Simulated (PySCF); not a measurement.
**W²⁺: excitation energy**

W²⁺ [Xe] 4f14 5d4 (5D) → W²⁺ [Xe] 4f14 5d3 6p1 (high-spin determinant), as a difference of total energies. Computed with PySCF 2.14 in aug-cc-pVTZ-PP with one added diffuse shell each of s, p, d, f, g type with ECP60MDF (7s7p6d4f3g, 113 functions), with scalar relativity through the core potential. Correlated levels: valence: 5s2 5p6 frozen. The calculations carry no spin-orbit coupling.

| method | excitation energy (eV) |
| --- | --- |
| UHF | 7.756 |
| LDA | 7.904 |
| PBE | 7.813 |
| PBE0 | 7.950 |
| r2SCAN | 7.817 |
| r2SCANh | 7.873 |
| BP86 | 7.756 |
| wB97M-V | 7.893 |
| MP2 (valence) | 7.936 |
| SCS-MP2 (valence) | 7.816 |

Q: How much does correlation contribute at MP2 (valence)?

A: 7.936 − (7.756) = 0.180 eV, measured against UHF.

The determinant of the upper state mixes LS terms, which raises its energy above the lowest term, most at the Hartree-Fock and MP2 levels.
